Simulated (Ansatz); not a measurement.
`OC[BH][AlH][SH]` and `BCO` differ in one atom or group.

Ansatz, PBE0-D4/def2-TZVP geometries, multiplicity 1. Each molecule was computed in one conformer, which needn't be the lowest.

```tsv
property	`OC[BH][AlH][SH]`
HOMO energy (PBE0/def2-TZVPP) / eV	-7.06
HOMO energy (PBE/def2-TZVPP) / eV	-5.92
HOMO–LUMO gap (PBE0/def2-TZVPP) / eV	5.56
LUMO energy (PBE/def2-TZVPP) / eV	-2.24
LUMO energy (B3LYP/def2-TZVPP) / eV	-1.68
HOMO energy (ωB97M-V/def2-TZVPP) / eV	-9.15
```

Q: Give the same properties after the change, and the shifts. (Estimate.)

A: The calculation gave: 
```tsv
property	`BCO`	shift
HOMO energy (PBE0/def2-TZVPP) / eV	-8.33	-1.27
HOMO energy (PBE/def2-TZVPP) / eV	-6.94	-1.02
HOMO–LUMO gap (PBE0/def2-TZVPP) / eV	8.45	2.89
LUMO energy (PBE/def2-TZVPP) / eV	-0.86	1.38
LUMO energy (B3LYP/def2-TZVPP) / eV	-0.25	1.43
HOMO energy (ωB97M-V/def2-TZVPP) / eV	-10.71	-1.56
```

With PBE0 the HOMO falls by 1.27 eV and the LUMO rises by 1.61 eV, so the gap widens by about 2.88 eV. PBE moves the HOMO by -1.02 eV and ωB97M-V by -1.56 eV. The zero-point energy changes by -22.0 kJ/mol with -9 modes.

B3LYP here is the variant with VWN-RPA as its local correlation; programs differ in this.
